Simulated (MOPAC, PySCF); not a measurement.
H3AlO2, SMILES `[OH][AlH][OH]` (H–O–Al–O torsion 0°, O–Al–O–H torsion 0°), neutral singlet in the gas phase. 

Z-matrix (Å, degrees):
```
Al
O 1 1.6958
H 2 0.9570 1 127.15
O 1 1.6959 2 124.24 3 -0.02
H 4 0.9570 1 127.14 2 0.02
H 1 1.5589 2 117.87 3 -179.97
```
Charge 0, spin multiplicity 1.

All levels are single points at this geometry (B3LYP-D3(BJ)/def2-TZVP); Pople sets use spherical d functions. Orbital energies aren't observables, and empty levels follow the basis.

B3LYP/3-21G in PySCF gives HOMO (eV) = -7.69.

Problem. Estimate the HOMO (eV) from each of these levels: PBE-D3(BJ)/def2-TZVP in PySCF; TPSSh-D3(BJ)/def2-TZVP in PySCF; B3LYP/6-311+G** in PySCF; B3LYP/LANL2DZ in PySCF; BP86/6-31G* in PySCF; SVWN5/6-31G* in PySCF; HF/6-31G* in PySCF; AM1 in MOPAC.

Solution. 
| level | HOMO (eV) |
|---|---|
| PBE-D3(BJ)/def2-TZVP in PySCF | -7.35 |
| TPSSh-D3(BJ)/def2-TZVP in PySCF | -8.12 |
| B3LYP/6-311+G** in PySCF | -8.90 |
| B3LYP/LANL2DZ in PySCF | -8.59 |
| BP86/6-31G* in PySCF | -7.03 |
| SVWN5/6-31G* in PySCF | -7.07 |
| HF/6-31G* in PySCF | -12.63 |
| AM1 in MOPAC | -11.78 |
